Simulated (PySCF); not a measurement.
Choosing a molecule for a target property.

All species are isolated and taken at one optimised geometry, non-relativistic unless stated. Electronic properties by PySCF.

The conformers computed, where there is a choice (atom-mapped SMILES and torsion angles):
- `[CH2:1]=[CH:2][C@@H:3]1[CH2:4][C:5]1[O:6][CH3:7]`: C1–C2–C3–C4 51°, C4–C5–O6–C7 137°
- `[CH2:1][CH2:2][C:3](=[CH2:4])[C:5]([CH3:6])=[O:7]`: C1–C2–C3–C4 117°, C2–C3–C5–C6 -2°
- `[H]/[C:1]=[CH:2]\[C@@H:3]1[CH2:4][C@H:5]1[O:6][CH3:7]`: C1–C2–C3–C4 -147°, C4–C5–O6–C7 155°

(1) Wanted: isotropic g value above 2.003 (unrestricted B3LYP/pcH-1, mean-field spin–orbit) and smallest rotational constant above 1 GHz (GFN2-xTB), at GFN2-xTB geometries. Which candidate meets both?
A. `[CH2]CC(=C)C(C)=O` [radical]
B. `O(C)[C@H]1[C@H](/C=[C]\[H])C1` [radical]
C. `C=C[C@@H]1C[C]1OC` [radical]
D. `c1cc([SiH2])c(C#C)cc1` [radical]

Results:

(1) C. Computed values:
```
                                species  isotropic g value  smallest rotational constant
O(C)[C@H]1[C@H](/C=[C]\[H])C1 [radical]            2.00224                     1.350 GHz
            [CH2]CC(=C)C(C)=O [radical]            2.00259                     1.609 GHz
            C=C[C@@H]1C[C]1OC [radical]            2.00333                     1.501 GHz
        c1cc([SiH2])c(C#C)cc1 [radical]            2.00358                     0.808 GHz
```
